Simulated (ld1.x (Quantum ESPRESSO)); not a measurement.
**copper (Cu), TM: configuration errors across variants**

* Element: copper (Cu)
* Generator: ld1.x (Quantum ESPRESSO) 7.5
* Type: norm-conserving Troullier–Martins (Kleinman–Bylander form)
* Functional: PBE
* Relativity: scalar-relativistic
* Frozen core: [Ar]
* Valence charge: 11
* Reference configuration: 3d10 4s0 4p0 (charge +1)
* Partial waves: 4s (bound, empty): rc 2.10 bohr; 4p (bound, empty): rc 1.90 bohr; 3d (bound): rc 0.75 bohr; 4f channel at 0.1 Ry: rc 2.05 bohr
* Local potential: all-electron potential smoothed inside 1.05 bohr (lloc = -1)
* Core correction: Bessel-smoothed model core, default radius (core density twice the valence density)

All-electron excitation energies from the reference (eV): (1) 3d10 4s1 4p0 -8.148; (2) 3d9 4s0 4p0 21.332; (3) 3d8 4s0 4p0 60.352; (4) 3d9 4s2 4p0 -6.178; (5) 3d10 4s0 4p1 -4.011; (6) 3d9 4s1 4p0 3.430; (7) 3d10 4s0.5 4p0 -4.986.

Tests that are not counted but printed errors over 1 eV. “all radii but the core radius scaled by about 1.29 (s 2.70, p 2.46, d 0.96, f 2.64 bohr); local potential all-electron potential smoothed inside 1.36 bohr (lloc = -1)”: 3d9 4s2 4p0 (solver errors, printed error -1375 eV); 3d9 4s1 4p0 (solver errors, printed error -1241 eV).

A true bound ghost makes a file unfit for plane-wave use even where its test errors are small: the radial tests pick states by their node count and pass the ghost by. Where a test does run into it, the solver fails or the error is huge.

Errors AE − PS in meV (a dash: test not solved or not reliable):

```tsv
change	(1)	(2)	(3)	(4)	(5)	(6)	(7)	bound ghosts
base	-16	-82	-578	-211	-2.1	-141	-4.6	s
all radii but the core radius scaled by about 0.89 (s 1.86, p 1.68, d 0.66, f 1.82 bohr); local potential all-electron potential smoothed inside 0.94 bohr (lloc = -1)	-16	-76	-553	-210	-6.6	-136	-4.6	s, p
all radii but the core radius scaled by about 1.06 (s 2.24, p 2.02, d 0.80, f 2.18 bohr); local potential all-electron potential smoothed inside 1.12 bohr (lloc = -1)	-15	-84	-591	-199	-2.6	-135	-4.3	s
all radii but the core radius scaled by about 1.17 (s 2.46, p 2.22, d 0.88, f 2.40 bohr); local potential all-electron potential smoothed inside 1.24 bohr (lloc = -1)	-14	-90	-620	-174	-3.0	-125	-4.2	s
all radii but the core radius scaled by about 1.29 (s 2.70, p 2.46, d 0.96, f 2.64 bohr); local potential all-electron potential smoothed inside 1.36 bohr (lloc = -1)	-18	-97	-660	–	-3.0	–	-5.1	s
all radii but the core radius scaled by about 1.38 (s 2.90, p 2.62, d 1.04, f 2.84 bohr); local potential all-electron potential smoothed inside 1.46 bohr (lloc = -1)	-10	-105	-698	+35	-3.0	+173	-4.1	s
```

Question: Give the same row for: all radii but the core radius scaled by about 0.78 (s 1.64, p 1.48, d 0.58, f 1.60 bohr); local potential all-electron potential smoothed inside 0.82 bohr (lloc = -1).

Answer: -13, -69, -530, -179, -2.3, -115, -3.9; bound ghosts: s, p.
